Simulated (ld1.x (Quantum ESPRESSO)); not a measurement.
## Debugging a pseudopotential input (Co (Z = 27), ld1.x (Quantum ESPRESSO) 7.5)

Command:

```bash
ld1.x < Co.in > Co.out
```

Input:

```
&input
   title='Co', zed=27., rel=2, dft='PBE', iswitch=3, rmax=5.0,
   config='[Ar] 3d7 4s1.75 4p0', rel_dist='average',
   nld=5, rlderiv=3.25, eminld=-3.0, emaxld=5.0, deld=0.02
 /
 &inputp
   pseudotype=3, tm=.true., lloc=-2, rcloc=2.35,
   nlcc=.false.,
   which_augfun='PSQ', rmatch_augfun=1.10,
   file_pseudopw='Co.UPF', file_wfcaegen='ae.wfc', file_wfcncgen='nc.wfc', file_beta='beta', file_chi='chi', file_wfcusgen='us.wfc'
 /
6
4S  1  0   1.75   0.00  2.25  2.65  0.0
4S  1  0   0.00  -0.05  2.25  2.65  0.0
4P  2  1   0.00   0.00  2.65  3.00  0.0
4P  2  1   0.00   0.60  2.65  3.00  0.0
3D  3  2   7.00   0.00  1.40  1.90  0.0
3D  3  2   0.00   0.30  1.40  1.90  0.0
 &test
   configts(1)='3d7 4s1.75 4p0'
 /
```

This is an input that runs to its end, with one change: mesh end rmax=5.0.

Task: How does the run end?

Result: The program stops during the generation: "compute_chi: chi too large beyond r_c". Messages: warning: at least one error in KS equations.

```
     Fully relativistic calculation: |psi|^2

     Wfc 4S LC norm =  0.99996500 SC norm =  0.00003403 missing  0.00000097

     Wfc 4P LC norm =  0.00000000 SC norm =  0.00000000 missing  1.00000000

     Wfc 4P LC norm =  0.00000000 SC norm =  0.00000000 missing  1.00000000

     Wfc 3D LC norm =  0.99978591 SC norm =  0.00021408 missing  0.00000000

     Wfc 3D LC norm =  0.99978785 SC norm =  0.00021202 missing  0.00000012
      Wfc-us  4S rcutus= 2.662  Estimated cut-off energy=     6.55 Ry
      l=   0 integral=  117.500703539 r(ikk)     3.016698839

 %%%%%%%%%%%%%%%%%%%%%%%%%%%%%%%%%%%%%%%%%%%%%%%%%%%%%%%%%%%%%%%%%%%%%%%%%%%%%%
     Error in routine compute_chi (1):
     chi too large beyond r_c
 %%%%%%%%%%%%%%%%%%%%%%%%%%%%%%%%%%%%%%%%%%%%%%%%%%%%%%%%%%%%%%%%%%%%%%%%%%%%%%

     stopping ...
```
